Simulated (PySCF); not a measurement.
**C₆ coefficients of unlike pairs at wB97X**

Calculated with PySCF 2.14 from the dipole response of each species, C₆(A,B) = (3/π) ∫ α_A(iu) α_B(iu) du, in atomic units, from isotropic polarisabilities. For ions this is the dispersion term alone; charge-induced terms of lower order in 1/R come first.

```tsv
species	configuration	basis	relativity	α (bohr³)	C₆ (like pair)
Mg⁺	[Ne] 3s1 (2S)	aug-cc-pCVTZ-DK with one added diffuse shell each of s, p, d, f type (9s8p6d4f)	spin-free X2C	37.90	172.7
Co	[Ar] 3d7 4s2 (4F)	aug-cc-pVTZ (8s7p5d3f2g)	none	55.36	468.5
Ca²⁺	[Ar] (1S)	aug-cc-pVQZ-X2C (8s7p5d3f2g)	spin-free X2C	3.196	10.09
O⁺	[He] 2s2 2p3 (4S)	aug-cc-pCVQZ-DK (9s8p6d4f2g)	spin-free X2C	2.645	5.179
```

Estimate C₆ for O⁺ with Ca²⁺.

The integral gives 7.194. The combination rule 2 C_A C_B / (C_A α_B/α_A + C_B α_A/α_B) gives 7.155 and the geometric mean 7.230.

No spin-orbit coupling is included.

The other pairs:

```json
{"pair": "O⁺, Mg⁺", "C₆": "21.25"}
{"pair": "O⁺, Co", "C₆": "39.18"}
{"pair": "Ca²⁺, Co", "C₆": "50.94"}
{"pair": "Ca²⁺, Mg⁺", "C₆": "27.17"}
{"pair": "Co, Mg⁺", "C₆": "281.4"}
```
